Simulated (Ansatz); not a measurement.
`CO[SiH2]N[SiH2]Cl` → C• + Cl• + 8 H• + N• + O• + 2 Si•  (atomization)

Calculated with Ansatz (gas phase, PBE0-D4/def2-TZVP geometries, no zero-point term in ΔE). CCSD(T)/CBS adds triple-zeta CCSD(T) − MP2 to the extrapolated MP2 energy (def2 sets, frozen cores). This one scheme is used for every species, atoms too. DFT in def2-TZVPP. B3LYP here is the variant with VWN-RPA as its local correlation; programs differ in this. Open shells (•) are unrestricted, without spin–orbit coupling. Spin–orbit coupling would lower the free atoms: a little for C, Cl, O, Si. Each species was taken in one conformer, which may not be the lowest.

| level | ΔE (kJ/mol) |
| --- | --- |
| PBE0-D4 | 4928.1 |
| B3LYP-D4 | 4958.8 |
| ωB97M-V | 4986.0 |
| B2PLYP | 4900.7 |
| CCSD(T)/def2-TZVPP | 4828.7 |
| HF/def2-QZVPP | 3643.5 |
| SCS-MP2/def2-QZVPP | 4997.7 |
| CCSD/CBS(def2) | 4911.4 |

Question: What does CCSD(T)/CBS give? (Estimate.)

Answer: Computed: +4976.4 kJ/mol. The listed levels differ from it by -48.3, -17.6, 9.6, -75.7, -147.7, -1332.9, 21.3, -65.0 kJ/mol.

Largest T1 diagnostic among the species: 0.012.

The D4 term adds +58.7 kJ/mol with B3LYP and +31.6 kJ/mol with PBE0; it sums over pairs of atoms, weighted by their polarisabilities, and B3LYP, whose exchange is more repulsive, gets the larger term. In def2-TZVPP, CCSD(T) changes the Hartree–Fock value by +1196.9 kJ/mol (the triples alone add +65.0 kJ/mol) and MP2 by +1262.2 kJ/mol; breaking electron pairs costs correlation energy, which Hartree–Fock lacks.

For atomizations the MP2-based limit and the directly extrapolated one differ by several kJ/mol either way, and by 10 to 25 for some Ge, Se and Sn compounds, so smaller differences from it don't rank the levels.
